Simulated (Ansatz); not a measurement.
Geometry optimisation, Ansatz 0.2.0, RKS BLYP-D4/def2-SVP.

Input:

```yaml
crystal:
  periodic: [false, false, false]
  atoms:
    - { symbol: Sn, position_ang: [-0.2044, -0.0712, -0.3375] }
    - { symbol: O, position_ang: [1.0643, 0.0537, 1.6927] }
    - { symbol: O, position_ang: [0.1244, -1.2194, -1.9262] }
    - { symbol: O, position_ang: [-1.7294, -1.0, 0.4833] }
    - { symbol: O, position_ang: [-1.0002, 1.6944, -0.8083] }
    - { symbol: H, position_ang: [1.9605, 0.3687, 0.8358] }
    - { symbol: H, position_ang: [1.9626, 0.477, -0.1407] }
    - { symbol: H, position_ang: [1.0812, -0.0688, 2.6464] }
    - { symbol: H, position_ang: [-0.44, -1.9952, -1.9349] }
    - { symbol: H, position_ang: [-2.2707, -0.4014, 0.9997] }
    - { symbol: H, position_ang: [-0.5485, 2.1623, -1.5102] }
basis:
  gaussian: { orbitals: def2-SVP }
hamiltonian:
  xc: blyp
  dispersion: d4
relax:
  f_tol: 0.15
  max_steps: 25
  restrain:
    - { distance: [0, 6], at: 1.7, k: 30.0 }
    - { distance: [5, 1], at: 0.97, k: 30.0 }
    - { distance: [0, 1], at: 3.35, k: 30.0 }
    - { distance: [5, 6], at: 1.92, k: 30.0 }
output:
  orbitals: {}
```

Command:

```bash
$ ansatz run input.yaml --threads 2 --pin off --max-ram 3072MiB --backend cpu --events-out ev --progress --plain --runs-dir out
```

Q: Where does it end, and by what steps?

A: It converged. The restraints hold the end off the free minimum. After 15 steps the energy has fallen by 1.605 eV (the restraints' own energy left out); O4 moved furthest, 0.93 Å. Joined: Sn1–H7 (2.24 → 1.71 Å), O2–H6 (1.28 → 0.98 Å).

```tsv
step	energy less start (eV)	largest force component (eV/Å)	accepted
0	0.0000	1.777	yes
1	0.1038	6.224	yes
2	-0.0297	4.077	yes
3	0.1483	7.301	yes
4	0.2739	4.986	yes
5	-0.8115	2.120	yes
6	-1.2493	0.878	yes
7	-1.4332	0.356	yes
8	-1.4623	1.208	yes
9	-1.5059	0.463	yes
10	-1.5260	0.935	yes
11	-1.5629	0.541	yes
12	-1.5857	0.728	yes
13	-1.5820	0.827	no
14	-1.5964	0.458	yes
15	-1.6045	0.258	yes
```

```xyz
11
Properties=species:S:1:pos:R:3
Sn 0.027 -0.097 -0.698
O 1.259 0.557 2.338
O -0.028 -1.371 -2.250
O -0.894 -0.936 0.893
O -1.127 1.522 -1.012
H 1.847 0.266 1.613
H 1.677 0.117 -0.304
H 0.544 -0.120 2.279
H -0.945 -1.690 -2.382
H -1.678 -0.401 1.139
H -0.682 2.154 -1.616
```

Run time: 39 s on 2 threads of Intel(R) Xeon(R) Platinum 8488C (Sapphire Rapids) (shared host), peak memory 0.17 GiB.
